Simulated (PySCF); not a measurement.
# Magnetic susceptibility: `CC#[N+][GaH2-][CH2]Cl`, C₃H₇ClGaN

Geometry:
```csv
atom,x (Å),y (Å),z (Å)
C1,2.975,0.063,-0.268
C2,1.608,-0.331,-0.332
N3,0.512,-0.668,-0.377
Ga4,-1.516,-0.814,-0.818
C5,-2.220,0.964,-0.221
Cl6,-3.742,0.189,-0.886
H7,3.611,-0.822,-0.282
H8,3.152,0.623,0.650
H9,3.211,0.691,-1.127
H10,-1.785,-2.013,0.084
H11,-1.270,-0.992,-2.320
H12,-2.096,1.895,-0.777
H13,-2.447,1.215,0.816
```

Computed, not measured: GIAO wB97X-D/pcSseg-1 magnetisability, rotational g tensor and spin-rotation constants, non-relativistic, gas phase in PySCF 2.14.0. Geometry: GFN2-xTB.

The calculation is non-relativistic, which matters for the atoms heavier than Zn.

**Question.** How diamagnetic is it, and how anisotropic?

**Answer.** Isotropic -1417 × 10⁻³⁰ J/T², or -85.3 × 10⁻⁶ cm³/mol; principal values -1634, -1335, -1281 × 10⁻³⁰ J/T², anisotropy 330 × 10⁻³⁰ J/T² (root of half the summed squared differences of the principal values). The susceptibility is in cgs units.

**Question.** Split it along the inertial axes a, b, c into diamagnetic and paramagnetic parts about the centre of mass, with the quadrupole moment.

**Answer.** 
| axis | χ (10⁻⁶ cm³/mol) | diamagnetic (10⁻⁶ cm³/mol) | paramagnetic (10⁻⁶ cm³/mol) | summed x² of all electrons (Å²) | quadrupole Θ (D Å) |
| --- | --- | --- | --- | --- | --- |
| a | -96.6 | -291.3 | 194.7 | 366.1 | +24.93 |
| b | -79.0 | -1636.2 | 1557.2 | 49.1 | -10.38 |
| c | -80.3 | -1761.7 | 1681.3 | 19.5 | -14.55 |

Anisotropies 2χaa − χbb − χcc = -34.0 and 2χbb − χaa − χcc = +19.1 × 10⁻⁶ cm³/mol. Θ is traceless in Buckingham's convention.

**Question.** And the rotational g tensor?

**Answer.** 
| axis | rotational constant (GHz) | g | nuclear part | electronic part |
| --- | --- | --- | --- | --- |
| a | 7.0055 | -0.0086 | 0.6321 | -0.6407 |
| b | 0.7537 | +0.0002 | 0.5516 | -0.5514 |
| c | 0.6962 | +0.0014 | 0.5513 | -0.5499 |

Asymmetric top; isotopes 12C, 35Cl, 69Ga, 1H, 14N; no vibrational averaging.
